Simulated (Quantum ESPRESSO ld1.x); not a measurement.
Results of a calculation; reference values are marked as such.
Question: Rh27+, 18 electrons, occupied as [Ar]. Level of theory: Dirac Kohn-Sham, LDA (Slater exchange, Perdew-Zunger correlation), spin-unpolarised, spherical densities, point nucleus (ld1.x of Quantum ESPRESSO 7.5). Some entries of the table are withheld. Estimate them.

orbital,occ.,eigenvalue (hartree),r(max) (bohr),<r> (bohr)
1s1/2,2,-891.482,(1),(2)
2s1/2,2,-168.194,(3),0.1405
2p1/2,2,-159.521,0.093,0.1193
2p3/2,4,-154.143,0.097,0.1240
3s1/2,2,-59.9900,0.332,0.3534
3p1/2,2,(4),(5),(6)
3p3/2,4,(7),(8),(9)

Answer: 
(1) 1s1/2 r(max) (bohr): 0.021
(2) 1s1/2 <r> (bohr): 0.03266
(3) 2s1/2 r(max) (bohr): 0.119
(4) 3p1/2 eigenvalue (hartree): -56.8537
(5) 3p1/2 r(max) (bohr): 0.314
(6) 3p1/2 <r> (bohr): 0.3393
(7) 3p3/2 eigenvalue (hartree): -55.6353
(8) 3p3/2 r(max) (bohr): 0.322
(9) 3p3/2 <r> (bohr): 0.3470
